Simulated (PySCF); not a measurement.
Geometries of 3 isomers of C3H8BFO, from PySCF, PBE0-D3(BJ)/def2-SVP geometry optimisation, gas phase. One conformer each, no zero-point energy, no frequencies.

Question: Which is lowest in electronic energy at this level?
A.
```xyz
14
angstrom
B      1.862   -0.381   -0.406
O      1.231   -0.159    0.758
C     -0.148    0.081    0.918
C     -0.542    1.387    0.264
C     -0.958   -1.119    0.481
F     -0.313    0.226    2.269
H      1.256   -0.390   -1.458
H      3.053   -0.572   -0.346
H      0.077    2.195    0.678
H     -1.598    1.607    0.472
H     -0.395    1.339   -0.823
H     -0.846   -1.293   -0.598
H     -0.611   -2.006    1.029
H     -2.021   -0.956    0.707
```
B.
```xyz
14
angstrom
B      2.123   -0.801    0.393
O      1.183   -0.498   -0.522
C      0.471    0.702   -0.509
F      0.883    1.430   -1.582
C     -1.011    0.435   -0.619
C     -1.574   -0.342    0.557
H      2.677   -1.866    0.276
H      2.367   -0.020    1.289
H      0.727    1.273    0.404
H     -1.508    1.413   -0.720
H     -1.171   -0.106   -1.565
H     -1.427    0.196    1.507
H     -1.094   -1.328    0.650
H     -2.654   -0.508    0.436
```
C.
```xyz
14
angstrom
C     -2.037   -0.111    0.746
C     -1.353    0.140   -0.591
B      0.213    0.172   -0.556
F      0.897    0.411   -1.684
O      0.894   -0.041    0.586
C      2.298   -0.017    0.674
H     -1.722   -1.071    1.181
H     -1.778    0.668    1.479
H     -3.134   -0.130    0.651
H     -1.645   -0.624   -1.336
H     -1.691    1.092   -1.040
H      2.776   -0.009   -0.317
H      2.618    0.879    1.229
H      2.635   -0.904    1.231
```

Answer: C. That is `CCB(F)OC`, 49.7 kcal/mol below the next.

```json
{"SMILES": "CCB(F)OC", "atoms numbered as above": "[CH3:1][CH2:2][B:3]([F:4])[O:5][CH3:6]", "E (Eh)": "-318.58082", "relative (kcal/mol)": "0.0", "relative (kJ/mol)": "0.0", "dipole (D)": "0.98"}
{"SMILES": "BOC(C)(C)F", "atoms numbered as above": "[BH2:1][O:2][C:3]([CH3:4])([CH3:5])[F:6]", "E (Eh)": "-318.50155", "relative (kcal/mol)": "49.7", "relative (kJ/mol)": "208.1", "dipole (D)": "2.29"}
{"SMILES": "BO[C@@H](F)CC", "atoms numbered as above": "[BH2:1][O:2][C@@H:3]([F:4])[CH2:5][CH3:6]", "E (Eh)": "-318.49606", "relative (kcal/mol)": "53.2", "relative (kJ/mol)": "222.5", "dipole (D)": "2.01"}
```

As drawn, the lowest has a B–F bond, which the highest lacks.
